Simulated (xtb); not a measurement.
C2H5O (SMILES C[CH]O), doublet, at a GFN2-xTB geometry. Base run: GFN2-xTB (xtb).

Here is a job for xtb.
```
$ xtb mol.xyz --gfn 2 --uhf 1 --json

# file mol.xyz
8

C     -1.22003785    -0.15018634     0.22165959
C      0.18174770     0.29955908     0.36369331
O      1.07789729    -0.19148884    -0.56006942
H     -1.71996174    -0.14101452     1.18910887
H     -1.79804751     0.49294177    -0.45494149
H     -1.23390671    -1.15812005    -0.18589083
H      0.41541138     1.23769409     0.84206121
H      1.94306715     0.20417300    -0.42189986
```

Each row names what was changed in the base input (with any setting that the change needs).

```csv
change,ΔE vs base (kJ/mol),dipole (D),SCF cycles
base,0.00,1.34,10
etemp = 10000,-17.59,1.21,10
alpb = acetone,-22.41,1.45,9
acc = 1000,0.03,1.34,4
etemp = 3000,-0.01,1.34,10
```

ALPB and GBSA are two models with their own fitted parameters for each solvent, which aren't always the measured dielectric constant.
